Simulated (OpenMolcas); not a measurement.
## Se2+: the spin-orbit constant, Slater's ratio, worked from levels

```json
{"Program": "OpenMolcas", "Basis": "ANO-R3 [7s6p5d4f2g]", "Scalar Hamiltonian": "X2C, finite nucleus", "Active space": "2 electrons in 9 orbitals (RAS2 4p; RAS3 4d 5s, at most 1 electron)", "State averaging": "2S+1 = 3 even, 3 roots; 2S+1 = 1 even, 6 roots; 2S+1 = 3 odd, 18 roots; 2S+1 = 1 odd, 18 roots", "Spin-orbit coupling": "RASSI with atomic mean-field integrals over the reference wave functions, term energies averaged over their components"}
```

Methods: RASSCF; MS-RASPT2, IPEA 0.25 Eh, imaginary shift 0.1 Eh (closed shells correlated: 3d 4s). Measured levels: Moore, Atomic Energy Levels, vol. II, NSRDS-NBS 35 (1971 reprint of NBS Circular 467, 1952).

**The spin-orbit constant.** For the Hund term 3P of p2, E(J) = (A/2) J(J+1) + constant and ζ = 2S·A = 2A. From J = 0 to J = 2 the energy changes by 3 A.

| Source | E(2) - E(0) | A | ζ |
| --- | --- | --- | --- |
| RASSCF | 3559.4 | 1186.5 | 2373 |
| MS-RASPT2 | 3509.7 | 1169.9 | 2340 |
| measured | 3937.0 | 1312.3 | 2625 |

All in cm-1. MS-RASPT2 is off by -10.9 % and RASSCF by -9.6 %. Both methods take the spin-orbit matrix elements from the reference wave functions, so the second can move ζ only through the term energies and any multistate remixing. Second-order mixing with other terms is absorbed into this ζ.

**Slater's ratio.** With one set of orbitals, p2 has 1D - 3P = 6 F2 and 1S - 1D = 9 F2 (F2 = F²/25), a ratio of 3/2. Term energies are centres of gravity, weighted by 2J + 1.

| Source | 1D - 3P | 1S - 3P | F2 from the first | Ratio |
| --- | --- | --- | --- | --- |
| RASSCF | 12999 | 31805 | 2166 | 1.447 |
| MS-RASPT2 | 10294 | 29779 | 1716 | 1.893 |

Energies in cm-1. A ratio away from 3/2 shows effects beyond one configuration with one set of orbitals, and in heavier atoms second-order spin-orbit shifts.

CASPT2 does not keep the components of a term degenerate, so their means are used; among the terms shown or strongly mixed into the levels shown the widest spread is 140 cm-1 (4s2 4p2 1D, MS-RASPT2). Over all roots computed the reference weight is 0.84 to 0.95 in MS-RASPT2; the roots of lowest weight are the least certain, and an intruder state may touch them. With the s shell closed, the reference lacks s² → p² mixing. Measured partners are found by configuration, term and J. A level has none where our copy of the source lacks it or the pairing is in doubt (some pairs that miss far off the trend of their configuration count as doubtful), and it then counts in no deviation. Only configurations of the active space appear.
